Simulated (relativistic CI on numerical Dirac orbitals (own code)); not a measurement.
Ligand-field terms of d4

Computed with a parametric ligand-field model of a d^n configuration (Racah B and C, spin-orbit zeta, crystal field), exact diagonalisation.

Field parameters in Wybourne normalisation: Oh B⁴₀ = 21Dq, B⁴₄ = √(5/14) B⁴₀. The field is a parameter set, without covalency.

Ground term and bands for B = 990, C = 4460, ζ = 0 cm⁻¹, Oh, 10Dq = 8050 cm⁻¹?

Ground term 5E with 1.00 electrons in the two orbitals of the cubic e set. Spin-allowed: 5T2 8050 cm⁻¹ (1242 nm). Lowest spin-forbidden: 3T1 17043 cm⁻¹ (587 nm), 3E 22536 cm⁻¹ (444 nm), 3T1 23952 cm⁻¹ (417 nm).

Ground term and bands for B = 830, C = 2970, ζ = 0 cm⁻¹, Oh, 10Dq = 30100 cm⁻¹?

Ground term 3T1 with 0.02 electrons in the two orbitals of the cubic e set. Spin-allowed: 3E 27330 cm⁻¹ (366 nm), 3T1 28028 cm⁻¹ (357 nm), 3T2 28928 cm⁻¹ (346 nm), 3A1 30583 cm⁻¹ (327 nm). Lowest spin-forbidden: 1T2 9102 cm⁻¹ (1099 nm), 1E 10329 cm⁻¹ (968 nm), 5E 11233 cm⁻¹ (890 nm).

Ground term and bands for B = 560, C = 2820, ζ = 0 cm⁻¹, Oh, 10Dq = 7850 cm⁻¹?

Ground term 5E with 1.00 electrons in the two orbitals of the cubic e set. Spin-allowed: 5T2 7850 cm⁻¹ (1274 nm). Lowest spin-forbidden: 3T1 8083 cm⁻¹ (1237 nm), 3E 14023 cm⁻¹ (713 nm), 3T1 14849 cm⁻¹ (673 nm).

A d4 ion in Oh symmetry has the ground term 3T1 and bands at 1T2 6668 cm⁻¹ (1500 nm), 1E 7338 cm⁻¹ (1363 nm), 5E 8843 cm⁻¹ (1131 nm), 3E 20608 cm⁻¹ (485 nm), 3T1 21191 cm⁻¹ (472 nm), 3T2 21794 cm⁻¹ (459 nm), 3A1 22593 cm⁻¹ (443 nm). Which parameters reproduce them?

B = 510, C = 2290, ζ = 0 cm⁻¹, Oh, 10Dq = 22750 cm⁻¹.

A d4 ion in Oh symmetry has the ground term 3T1 and bands at 5E 5059 cm⁻¹ (1976 nm), 1T2 11888 cm⁻¹ (841 nm), 1E 13138 cm⁻¹ (761 nm), 3E 26552 cm⁻¹ (377 nm), 3T1 27653 cm⁻¹ (362 nm), 3T2 28690 cm⁻¹ (349 nm), 3A1 30129 cm⁻¹ (332 nm). Which parameters reproduce them?

B = 910, C = 4220, ζ = 0 cm⁻¹, Oh, 10Dq = 30250 cm⁻¹.
